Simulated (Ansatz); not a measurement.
Ansatz (an electronic-structure program) input (B3LYP/6-31G* with LANL2DZ past Ar): The .json file joins the Basis Set Exchange's 6-31G* for atoms up to Ar and LANL2DZ past it.

Ansatz 0.2 input:
```yaml
crystal:
  periodic: [false, false, false]
  atoms:
    - {symbol: Cd, position_ang: [-0.00000000, -0.00000000, -0.03670400]}
    - {symbol: H, position_ang: [0.00000000, 0.00000000, 1.76180200]}
basis:
  gaussian:
    orbitals: 6-31Gs+LANL2DZ.json
hamiltonian:
  xc: {name: B3LYP}
magnetization: {spin_polarized: true, initial_magnetization: 1}
relax: {f_tol: 0.003, max_steps: 120}
```

Output:

```
Functional definition: B3LYP
integrals: 0.01 GiB planned
328 factors; integrals over basis functions are off by at most 2.3e-4 eV
mean field: 0.07 GiB planned
mean field evaluation 1: about -1322.1226 eV, gradient 6.3e0 eV
mean field evaluation 2: about -1322.2663 eV, gradient 5.1e0 eV
mean field evaluation 4: about -1322.6159 eV, gradient 2.1e-1 eV
mean field evaluation 8: about -1322.6224 eV, gradient 4.1e-3 eV
mean field -1322.62239093 eV, -48.6054763611 hartree, gradient 9.1e-6 eV, S^2 0.757413; 0 other end points of the search recorded, 0 dependent functions left out
the calculation of the forces begins
reference -1322.62257315 eV, -48.6054830574 hartree; 7, 6 occupied and 13, 14 virtual orbitals, 328 factors
relax step   1: F+E_penalty+E_count = -1322.62239093 eV  Δ(F+E_penalty+E_count) = +0.000e0 eV  max|allowed force component| = 5.907e-1 eV/Å  Δτ_max = 0.0000 Å  (23 SCF iters, accepted)
these checks for a lower state are left out or cut short: starts, cluster_reference, orbital_swaps, neighbouring_geometries, increment
integrals: 0.01 GiB planned
328 factors; integrals over basis functions are off by at most 2.7e-4 eV
mean field: 0.07 GiB planned
mean field evaluation 16: about -1322.6466 eV, gradient 2.9e-2 eV
mean field -1322.64658770 eV, -48.6063655760 hartree, gradient 5.8e-5 eV, S^2 0.759460; 0 other end points of the search recorded, 0 dependent functions left out
the calculation of the forces begins
reference -1322.64677134 eV, -48.6063723244 hartree; 7, 6 occupied and 13, 14 virtual orbitals, 328 factors
relax step   2: F+E_penalty+E_count = -1322.64658770 eV  Δ(F+E_penalty+E_count) = -2.420e-2 eV  max|allowed force component| = 6.747e-2 eV/Å  Δτ_max = 0.0513 Å  (25 SCF iters, accepted)
these checks for a lower state are left out or cut short: starts, cluster_reference, orbital_swaps, neighbouring_geometries, increment
integrals: 0.01 GiB planned
328 factors; integrals over basis functions are off by at most 2.7e-4 eV
mean field: 0.07 GiB planned
mean field -1322.64702953 eV, -48.6063818129 hartree, gradient 7.3e-5 eV, S^2 0.759158; 0 other end points of the search recorded, 0 dependent functions left out
the calculation of the forces begins
reference -1322.64721301 eV, -48.6063885555 hartree; 7, 6 occupied and 13, 14 virtual orbitals, 328 factors
relax step   3: F+E_penalty+E_count = -1322.64702953 eV  Δ(F+E_penalty+E_count) = -4.418e-4 eV  max|allowed force component| = 5.819e-3 eV/Å  Δτ_max = 0.0071 Å  (26 SCF iters, accepted)
these checks for a lower state are left out or cut short: starts, cluster_reference, orbital_swaps, neighbouring_geometries, increment
integrals: 0.01 GiB planned
328 factors; integrals over basis functions are off by at most 2.7e-4 eV
mean field: 0.07 GiB planned
mean field -1322.64703196 eV, -48.6063819022 hartree, gradient 1.1e-5 eV, S^2 0.759192; 0 other end points of the search recorded, 0 dependent functions left out
the calculation of the forces begins
reference -1322.64721546 eV, -48.6063886455 hartree; 7, 6 occupied and 13, 14 virtual orbitals, 328 factors
relax step   4: F+E_penalty+E_count = -1322.64703196 eV  Δ(F+E_penalty+E_count) = -2.431e-6 eV  max|allowed force component| = 2.790e-3 eV/Å  Δτ_max = 0.0008 Å  (18 SCF iters, accepted)
integrals: 0.01 GiB planned
328 factors; integrals over basis functions are off by at most 2.7e-4 eV
mean field: 0.07 GiB planned
mean field evaluation 32: about -1322.6470 eV, gradient 1.1e-5 eV
mean field -1322.64703196 eV, -48.6063819022 hartree, gradient 1.1e-5 eV, S^2 0.759192; 1 other end points of the search recorded, 0 dependent functions left out
the calculation of the forces begins
reference -1322.64721546 eV, -48.6063886455 hartree; 7, 6 occupied and 13, 14 virtual orbitals, 328 factors
Total energy: -1322.64721546 eV, -48.6063886455 hartree
Atom 0 at    -0.000000     0.000000    -0.081694 Å, force     0.000000    -0.000000     0.002790 eV/Å
Atom 1 at     0.000000    -0.000000     1.806792 Å, force    -0.000000     0.000000    -0.002790 eV/Å
Dipole moment:     0.000000    -0.000000    -0.184152 e Å
```

The geometry given is a B3LYP-D3(BJ)/def2-TZVP minimum.
